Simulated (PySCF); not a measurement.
A structure optimised at B3LYP-D3(BJ)/def2-SVP, used in a PySCF frequency run:

```xyz
7

Bi     0.0000     0.0000     1.0144
Te    -1.9325    -1.4913    -0.5479
H     -1.7685    -2.8502     0.4219
Te    -0.3252     2.4192    -0.5479
H     -1.5841     2.9566     0.4219
Te     2.2577    -0.9280    -0.5479
H      3.3526    -0.1065     0.4219
```
Charge 0, spin multiplicity 1.

Question: Write its SMILES, formula and point group.

Answer: [TeH][Bi]([TeH])[TeH], BiH3Te3, C3

Question: What are its rotational constants (standard atomic weights)?

Answer: 0.33965, 0.33965, 0.21831 GHz
